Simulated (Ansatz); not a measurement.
Species: C6H12, net charge 0, singlet state. SMILES: CC/C(=C/C)C
Coordinates optimised at B3LYP-D3(BJ)/def2-TZVP (Ansatz, an electronic-structure program):
```
C
C 1 1.3347
H 2 1.0875 1 116.95
C 2 1.4971 3 114.61 1 179.84
H 4 1.0886 2 113.15 3 179.02
H 4 1.0942 5 107.84 2 122.92
H 4 1.0944 5 107.59 6 114.50
C 1 1.5037 2 124.39 3 -179.70
H 8 1.0874 1 112.96 2 8.36
H 8 1.0934 9 107.60 5 110.37
H 8 1.0942 9 107.95 10 114.67
C 1 1.5094 2 120.32 3 0.51
H 12 1.0921 1 109.15 2 -7.32
H 12 1.0965 13 106.64 1 117.70
C 12 1.5331 13 109.21 14 117.26
H 15 1.0910 12 111.77 13 -175.71
H 15 1.0916 16 107.53 12 -121.74
H 15 1.0919 16 107.88 17 -116.37
```

Wanted: atomisation energy (electronic, to ground-state atoms), in eV. Valence correlation only, unless marked. UHF or UKS for open shells. No spin-orbit coupling. Non-relativistic. The coupled-cluster limit lacks core correlation, which all-electron functionals hold. CBS(X,Y): correlation extrapolated as X^-3; Hartree-Fock from the larger set.

```json
[
 {"level": "BLYP-D4/def2-TZVPD", "program": "Ansatz + dftd4", "atomisation energy (eV)": "75.39"},
 {"level": "revPBE/def2-TZVPD", "program": "Ansatz", "atomisation energy (eV)": "74.40"},
 {"level": "PBE0/STO-3G", "program": "Ansatz", "atomisation energy (eV)": "91.00"},
 {"level": "PBE0/def2-TZVP", "program": "Ansatz", "atomisation energy (eV)": "75.99"},
 {"level": "r2SCANh-D4/def2-TZVPD", "program": "Ansatz + dftd4", "atomisation energy (eV)": "75.58"},
 {"level": "CAM-B3LYP/def2-TZVPD", "program": "Ansatz", "atomisation energy (eV)": "?"},
 {"level": "LC-wPBE-D4/def2-TZVPD", "program": "Ansatz + dftd4", "atomisation energy (eV)": "75.99"},
 {"level": "SCS-MP2/6-31G", "program": "Ansatz", "atomisation energy (eV)": "66.64"},
 {"level": "SCS-MP2/6-31G*", "program": "Ansatz", "atomisation energy (eV)": "69.76"},
 {"level": "CCSD/aug-cc-pVDZ", "program": "Ansatz", "atomisation energy (eV)": "?"},
 {"level": "CCSD/cc-pVDZ", "program": "Ansatz", "atomisation energy (eV)": "70.14"},
 {"level": "CCSD(T) with core electrons/cc-pwCVTZ", "program": "Ansatz", "atomisation energy (eV)": "?"},
 {"level": "CCSD(T)/CBS(cc-pVTZ,cc-pVQZ)", "program": "Ansatz", "atomisation energy (eV)": "?"}
]
```

### Question
What belongs in the gaps?

### Answer

- CAM-B3LYP/def2-TZVPD, atomisation energy (eV): 75.74
- CCSD/aug-cc-pVDZ, atomisation energy (eV): 70.50
- CCSD(T) with core electrons/cc-pwCVTZ, atomisation energy (eV): 74.48
- CCSD(T)/CBS(cc-pVTZ,cc-pVQZ), atomisation energy (eV): 75.65
